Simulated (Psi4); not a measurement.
Torsional profile of SMILES BrCCCC. Scanned: dihedral C2–C3–C4–Br5; all other coordinates were relaxed at GFN2-xTB. Points at φ and −φ are mirror images. Heavy atoms are numbered in the order of the SMILES CCCCBr, hydrogens after them in the order of the atoms that carry them; the mirror image has the same energies with the sign of each dihedral reversed.

Levels: PBE/def2-TZVP // GFN2-xTB (Psi4); PBE-D3(BJ)/def2-TZVP // GFN2-xTB (Psi4); B3LYP-D3(BJ)/def2-TZVP // GFN2-xTB (Psi4); M06-2X/def2-TZVP // GFN2-xTB (Psi4).

Energies relative to the lowest point of each profile, in kcal/mol; the last columns give the difference from M06-2X:

```csv
φ / °,PBE/def2-TZVP,PBE-D3(BJ)/def2-TZVP,B3LYP-D3(BJ)/def2-TZVP,M06-2X/def2-TZVP,PBE/def2-TZVP − M06-2X/def2-TZVP,PBE-D3(BJ)/def2-TZVP − M06-2X/def2-TZVP,B3LYP-D3(BJ)/def2-TZVP − M06-2X/def2-TZVP
-150,1.5,1.5,1.6,1.8,-0.3,-0.3,-0.2
-120,3.2,3.2,3.3,3.6,-0.4,-0.4,-0.3
-90,1.4,1.3,1.2,1.4,0.0,-0.1,-0.1
-60,0.3,0.0,0.1,0.0,0.3,0.0,0.1
-30,3.3,3.0,3.2,3.0,0.3,0.0,0.2
0,5.6,5.3,5.5,5.3,0.2,-0.1,0.2
30,3.3,3.0,3.2,3.0,0.3,0.0,0.2
60,0.3,0.0,0.1,0.0,0.3,0.0,0.1
90,1.4,1.3,1.2,1.4,0.0,-0.1,-0.1
120,3.2,3.2,3.3,3.6,-0.4,-0.4,-0.3
150,1.5,1.5,1.6,1.8,-0.3,-0.3,-0.2
180,0.0,0.0,0.0,0.0,0.0,0.0,0.0
```

PBE/def2-TZVP is furthest from M06-2X/def2-TZVP at -120 (-0.4 kcal/mol, below); its mean absolute difference over the points is 0.2 kcal/mol.

PBE-D3(BJ)/def2-TZVP is furthest from M06-2X/def2-TZVP at -120 (-0.4 kcal/mol, below); its mean absolute difference over the points is 0.1 kcal/mol.

B3LYP-D3(BJ)/def2-TZVP is furthest from M06-2X/def2-TZVP at -120 (-0.3 kcal/mol, below); its mean absolute difference over the points is 0.2 kcal/mol.
